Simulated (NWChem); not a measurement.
Species: C2H7S cation; SMILES C[SH+]C

All runs: NWChem. Pople sets run with spherical d functions. All runs use the structure optimised with PBE-D3(BJ)/def2-SVP. Level: PBE0/6-31G* with COSMO at NWChem's default radii, gas-phase geometry; rows give the dielectric constant. Reactions with the solvent are ignored.

```json
[
 {"dielectric constant": "2.0", "electrostatic solvation energy (kcal/mol)": "-31.7"},
 {"dielectric constant": "2.4", "electrostatic solvation energy (kcal/mol)": "-37.0"},
 {"dielectric constant": "20.7", "electrostatic solvation energy (kcal/mol)": "?"},
 {"dielectric constant": "25.0", "electrostatic solvation energy (kcal/mol)": "-61.0"},
 {"dielectric constant": "78.4", "electrostatic solvation energy (kcal/mol)": "-62.8"}
]
```

Problem. What belongs in the gaps?

Solution. 
- 20.7, electrostatic solvation energy (kcal/mol): -60.5
